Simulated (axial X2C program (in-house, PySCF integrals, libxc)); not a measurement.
Results of a calculation; reference values are marked as such.
**InF⁺: input and output of an EOM-EA-CCSD run**

Program: an in-house all-electron X2C program for linear molecules (integrals from PySCF).

Input and command:
```json
{"zs": [49, 9], "q": 1, "bas": ["dyall-acv3z", "dyall-av3z"], "r0": 2.06, "eom": "ea", "thr": -2.0, "nmax": 92, "grid": [1, 0.96, 1.045, 0.92, 1.09, 1.15]}
```
```bash
python soeom.py task.json out
```

Keys: zs atomic numbers; q charge; bas basis sets; r0 starting distance in Å; eom kind of EOM run; thr threshold in hartree for freezing inner shells (an s shell follows its p shell); nmax most natural virtual spinors; grid distances as factors.

Output at R = 1.916 Å (near the PBE0 minimum at charge 1 of the determinant lowest at the starting distance; the state shown can have its own minimum elsewhere), reference InF²⁺:

```
two-component X2C + atomic mean field  HF
basis functions 199  fitting functions 1022  grid points 5079
iter        total energy     max residual
   1      -5974.472151897     2.46e-01
   2      -5974.502889651     1.10e-02
   3      -5974.504133693     8.72e-03
   4      -5974.505192256     1.81e-03
   5      -5974.505324235     6.57e-04
   6      -5974.505354489     3.32e-04
   7      -5974.505363365     1.55e-04
   8      -5974.505364670     2.37e-05
   9      -5974.505364724     1.71e-05
  10      -5974.505364739     1.33e-05
  11      -5974.505364753     7.80e-06
  12      -5974.505364760     1.12e-06
  13      -5974.505364760     1.82e-07
converged
one-electron -8432.55415169  Coulomb 2507.81367289  exact exchange -168.28110944  xc functional 0.00000000  nuclear repulsion 121.79913884  atomic mean-field constant -3.28291536
correlated 18  virtual 292  natural virtual 92  E(MP2) -0.702997068  MP2 remainder -0.134185234
iter   CCSD correlation   residual
   1     -0.527685782   1.99e-01
   2     -0.541286760   1.50e-01
   3     -0.547893234   4.50e-02
   4     -0.549193852   2.66e-02
   5     -0.548926533   9.29e-03
   6     -0.548933555   5.10e-03
   7     -0.548978432   2.22e-03
   8     -0.548953522   9.90e-04
   9     -0.548993394   4.13e-04
  10     -0.548988401   2.24e-04
  11     -0.548989088   1.34e-04
  12     -0.548989321   1.06e-04
  13     -0.548987735   8.14e-05
  14     -0.548988100   4.15e-05
  15     -0.548987817   1.51e-05
  16     -0.548987840   6.74e-06
  17     -0.548987872   3.08e-06
  18     -0.548987828   1.74e-06
  19     -0.548987817   9.81e-07
(T) -0.013513633  T1 0.0500  D1 0.1403  max T2 0.123
EOM-EA-CCSD roots
2*Omega      energy/Eh   energy/eV  one-particle weight
    1      -0.66062928    -17.9766      0.974
    1      -0.46602192    -12.6811      0.971
    1      -0.39004777    -10.6137      0.414
    1      -0.37732048    -10.2674      0.004
    1      -0.33875650     -9.2180      0.503
    3      -0.45696466    -12.4346      0.970
    3      -0.37849329    -10.2993      0.002
    3      -0.24075501     -6.5513      0.000
    3      -0.22911103     -6.2344      0.989
    5      -0.23717908     -6.4540      0.001
    5      -0.22872883     -6.2240      0.988
    7      -0.18136531     -4.9352      0.000
```
T1 in the output is the amplitude norm over the root of the electron number; divide by √2 for the Lee–Taylor value.

Reference electrons by ω block (each with its −ω partner): 1/2: 18, 3/2: 8, 5/2: 2. Root energies count from the CCSD energy of the reference. The reference has large amplitudes (orbital relaxation or multireference character). Roots of positive energy are unbound. The reference need not be the lowest state of its species. All roots sought are printed; those with a small one-particle weight need a further excitation, are placed far too high, and may in truth lie low or lowest. Inner shells are frozen, and levels at this size can be off by some tenths of an eV.
